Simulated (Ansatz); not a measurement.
Molecule: PN, charge 1, multiplicity 2. 
Coordinates optimised at B3LYP-D3(BJ)/def2-TZVP (Ansatz, a quantum-chemistry and plane-wave program):
```
N
P 1 1.4748
```
Charge +1, spin multiplicity 2.

Basis-set convergence of Hartree-Fock and CCSD(T) correlation energies (hartree) with Ansatz. Cores are frozen in the correlated levels unless marked. Open shells are spin-unrestricted. Spin-orbit coupling is left out. Non-relativistic.

The UHF reference is spin-contaminated (<S^2> 0.65 over the pure value in the largest basis). The T1 diagnostic of CCSD in the largest basis is 0.092, which is high, so the coupled-cluster rows are less sure than usual.

```tsv
basis	functions	E(HF)	E(corr, CCSD(T))
def2-SVPD	44	-394.61655	-0.26582
def2-TZVPPD	85	-394.80386	-0.30806
def2-QZVPPD	139	-394.81623	-0.32439
```

Extrapolating the two largest sets (X = 3 and 4) as X^-3: E(corr) = (64·(-0.32439) - 27·(-0.30806))/37 = -0.3363 Eh, an estimate of the basis-set limit. The largest set recovers 96.5 % of it, the smallest 79.0 %.
